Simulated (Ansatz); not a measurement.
These are B3LYP-D3(BJ)/def2-TZVP (Ansatz, a program for electronic structure) values and carry that method's errors. No frequencies were computed at this level.

Ansatz 0.2 input:
```yaml
crystal:
  periodic: [false, false, false]
  atoms:
    - { symbol: C, position_ang: [-1.552562, -0.175198, 0.6621] }
    - { symbol: C, position_ang: [-0.693534, 0.332255, -0.461932] }
    - { symbol: C, position_ang: [0.618827, 0.309083, -0.514283] }
    - { symbol: Si, position_ang: [2.202392, -0.046427, 0.11651] }
    - { symbol: H, position_ang: [-0.938323, -0.585164, 1.460208] }
    - { symbol: H, position_ang: [-2.227667, -0.948791, 0.296269] }
    - { symbol: H, position_ang: [-2.161935, 0.636075, 1.06013] }
    - { symbol: H, position_ang: [-1.260974, 0.751307, -1.291021] }
    - { symbol: H, position_ang: [2.973433, -1.219484, -0.277517] }
    - { symbol: H, position_ang: [3.04035, 0.946348, 0.778555] }
basis:
  gaussian: { orbitals: def2-tzvp }
hamiltonian:
  xc: b3lyp
  dispersion: d3bj
relax:
  max_steps: 150
```

Output:

```
Functional definition: B3LYP
1065 factors; their error is unknown
mean field evaluation 1: about -11071.7795 eV, gradient 7.2e1 eV
mean field evaluation 2: about -11025.3895 eV, gradient 1.4e2 eV
mean field evaluation 4: about -11085.2579 eV, gradient 1.6e1 eV
mean field evaluation 8: about -11085.9545 eV, gradient 2.9e-1 eV
mean field evaluation 16: about -11085.9696 eV, gradient 7.2e-4 eV
mean field -11085.96964785 eV, -407.4018702183 hartree, gradient 2.6e-5 eV, S^2 0.000000; 0 other end points of the search recorded, 0 dependent functions left out
reference -11085.96993762 eV, -407.4018808671 hartree; 19, 19 occupied and 147, 147 virtual orbitals, 1065 factors
relax step   1: F+E_penalty+E_count = -11086.31767998 eV  Δ(F+E_penalty+E_count) = +0.000e0 eV  max|allowed force component| = 1.364e0 eV/Å  Δτ_max = 0.0000 Å  (29 SCF iters, accepted)
these checks for a lower state are left out or cut short: starts, cluster_reference, orbital_swaps, neighbouring_geometries, increment
1065 factors; their error is unknown
mean field -11086.05668365 eV, -407.4050687250 hartree, gradient 2.3e-5 eV, S^2 0.000000; 0 other end points of the search recorded, 0 dependent functions left out
reference -11086.05696829 eV, -407.4050791853 hartree; 19, 19 occupied and 147, 147 virtual orbitals, 1065 factors
relax step   2: F+E_penalty+E_count = -11086.40533099 eV  Δ(F+E_penalty+E_count) = -8.765e-2 eV  max|allowed force component| = 6.285e-1 eV/Å  Δτ_max = 0.0773 Å  (33 SCF iters, accepted)
these checks for a lower state are left out or cut short: starts, cluster_reference, orbital_swaps, neighbouring_geometries, increment
1065 factors; their error is unknown
mean field evaluation 32: about -11086.0940 eV, gradient 2.0e-5 eV
mean field -11086.09399876 eV, -407.4064400301 hartree, gradient 2.0e-5 eV, S^2 0.000000; 0 other end points of the search recorded, 0 dependent functions left out
reference -11086.09428136 eV, -407.4064504155 hartree; 19, 19 occupied and 147, 147 virtual orbitals, 1065 factors
relax step   3: F+E_penalty+E_count = -11086.44100526 eV  Δ(F+E_penalty+E_count) = -3.567e-2 eV  max|allowed force component| = 3.245e-1 eV/Å  Δτ_max = 0.0840 Å  (32 SCF iters, accepted)
these checks for a lower state are left out or cut short: starts, cluster_reference, orbital_swaps, neighbouring_geometries, increment
1065 factors; their error is unknown
mean field -11086.13212580 eV, -407.4078411728 hartree, gradient 1.9e-5 eV, S^2 0.000000; 0 other end points of the search recorded, 0 dependent functions left out
reference -11086.13241140 eV, -407.4078516685 hartree; 19, 19 occupied and 147, 147 virtual orbitals, 1065 factors
relax step   4: F+E_penalty+E_count = -11086.47139854 eV  Δ(F+E_penalty+E_count) = -3.039e-2 eV  max|allowed force component| = 6.454e-1 eV/Å  Δτ_max = 0.2000 Å  (36 SCF iters, accepted)
these checks for a lower state are left out or cut short: starts, cluster_reference, orbital_swaps, neighbouring_geometries, increment
1065 factors; their error is unknown
mean field -11086.13799393 eV, -407.4080568229 hartree, gradient 1.9e-5 eV, S^2 0.000000; 0 other end points of the search recorded, 0 dependent functions left out
reference -11086.13827956 eV, -407.4080673193 hartree; 19, 19 occupied and 147, 147 virtual orbitals, 1065 factors
relax step   5: F+E_penalty+E_count = -11086.47846062 eV  Δ(F+E_penalty+E_count) = -7.062e-3 eV  max|allowed force component| = 3.661e-1 eV/Å  Δτ_max = 0.0473 Å  (33 SCF iters, accepted)
these checks for a lower state are left out or cut short: starts, cluster_reference, orbital_swaps, neighbouring_geometries, increment
1065 factors; their error is unknown
mean field -11086.13310614 eV, -407.4078771996 hartree, gradient 1.8e-5 eV, S^2 0.000000; 0 other end points of the search recorded, 0 dependent functions left out
reference -11086.13339163 eV, -407.4078876914 hartree; 19, 19 occupied and 147, 147 virtual orbitals, 1065 factors
relax step   6: F+E_penalty+E_count = -11086.47364747 eV  Δ(F+E_penalty+E_count) = +4.813e-3 eV  max|allowed force component| = 2.956e-1 eV/Å  Δτ_max = 0.1241 Å  (32 SCF iters, rejected (line search))
these checks for a lower state are left out or cut short: starts, cluster_reference, orbital_swaps, neighbouring_geometries, increment
1065 factors; their error is unknown
mean field -11086.13336049 eV, -407.4078865468 hartree, gradient 2.3e-5 eV, S^2 0.000000; 0 other end points of the search recorded, 0 dependent functions left out
reference -11086.13364734 eV, -407.4078970886 hartree; 19, 19 occupied and 147, 147 virtual orbitals, 1065 factors
relax step   7: F+E_penalty+E_count = -11086.47446946 eV  Δ(F+E_penalty+E_count) = +3.991e-3 eV  max|allowed force component| = 4.245e-1 eV/Å  Δτ_max = 0.0587 Å  (31 SCF iters, rejected (line search))
these checks for a lower state are left out or cut short: starts, cluster_reference, orbital_swaps, neighbouring_geometries, increment
1065 factors; their error is unknown
mean field evaluation 64: about -11086.1297 eV, gradient 1.3e-2 eV
mean field -11086.14623021 eV, -407.4083595004 hartree, gradient 1.8e-5 eV, S^2 0.000000; 0 other end points of the search recorded, 0 dependent functions left out
reference -11086.14651632 eV, -407.4083700147 hartree; 19, 19 occupied and 147, 147 virtual orbitals, 1065 factors
relax step   8: F+E_penalty+E_count = -11086.48701022 eV  Δ(F+E_penalty+E_count) = -8.550e-3 eV  max|allowed force component| = 5.720e-2 eV/Å  Δτ_max = 0.0283 Å  (33 SCF iters, accepted)
these checks for a lower state are left out or cut short: starts, cluster_reference, orbital_swaps, neighbouring_geometries, increment
1065 factors; their error is unknown
mean field -11086.14733683 eV, -407.4084001680 hartree, gradient 1.8e-5 eV, S^2 0.000000; 0 other end points of the search recorded, 0 dependent functions left out
reference -11086.14762394 eV, -407.4084107191 hartree; 19, 19 occupied and 147, 147 virtual orbitals, 1065 factors
relax step   9: F+E_penalty+E_count = -11086.48786311 eV  Δ(F+E_penalty+E_count) = -8.529e-4 eV  max|allowed force component| = 2.064e-2 eV/Å  Δτ_max = 0.0298 Å  (33 SCF iters, accepted)
these checks for a lower state are left out or cut short: starts, cluster_reference, orbital_swaps, neighbouring_geometries, increment
1065 factors; their error is unknown
mean field -11086.14750042 eV, -407.4084061798 hartree, gradient 1.7e-5 eV, S^2 0.000000; 0 other end points of the search recorded, 0 dependent functions left out
reference -11086.14778746 eV, -407.4084167281 hartree; 19, 19 occupied and 147, 147 virtual orbitals, 1065 factors
relax step  10: F+E_penalty+E_count = -11086.48795036 eV  Δ(F+E_penalty+E_count) = -8.724e-5 eV  max|allowed force component| = 5.102e-3 eV/Å  Δτ_max = 0.0068 Å  (34 SCF iters, accepted)
1065 factors; their error is unknown
mean field evaluation 96: about -11086.1255 eV, gradient 1.4e0 eV
mean field -11086.14750042 eV, -407.4084061798 hartree, gradient 1.8e-5 eV, S^2 0.000000; 1 other end points of the search recorded, 0 dependent functions left out
reference -11086.14778746 eV, -407.4084167281 hartree; 19, 19 occupied and 147, 147 virtual orbitals, 1065 factors
Total energy: -11086.48823739 eV, -407.4209280325 hartree
Atom 0 at    -1.663121    -0.175129     0.667386 Å, force    -0.001407    -0.000850    -0.001249 eV/Å
Atom 1 at    -0.636855     0.272530    -0.334794 Å, force     0.005102    -0.002073     0.004581 eV/Å
Atom 2 at     0.659478     0.162362    -0.199994 Å, force    -0.003849    -0.000641     0.001775 eV/Å
Atom 3 at     2.318162    -0.000967     0.016091 Å, force    -0.001660     0.000083     0.000034 eV/Å
Atom 4 at    -1.190203    -0.615652     1.543336 Å, force    -0.002006     0.001750    -0.002956 eV/Å
Atom 5 at    -2.336808    -0.910543     0.218182 Å, force     0.001754     0.001222     0.002043 eV/Å
Atom 6 at    -2.280425     0.670882     0.983141 Å, force     0.002783    -0.001734    -0.001251 eV/Å
Atom 7 at    -1.038298     0.724717    -1.244066 Å, force    -0.002443     0.002281    -0.001881 eV/Å
Atom 8 at     3.043540    -1.189988    -0.453670 Å, force     0.001516    -0.001574    -0.000898 eV/Å
Atom 9 at     3.124536     1.061792     0.633407 Å, force     0.000210     0.001537    -0.000200 eV/Å
Dipole moment:    -0.089540    -0.014433     0.036133 e Å
```

Cost: roughly 50 core-seconds.
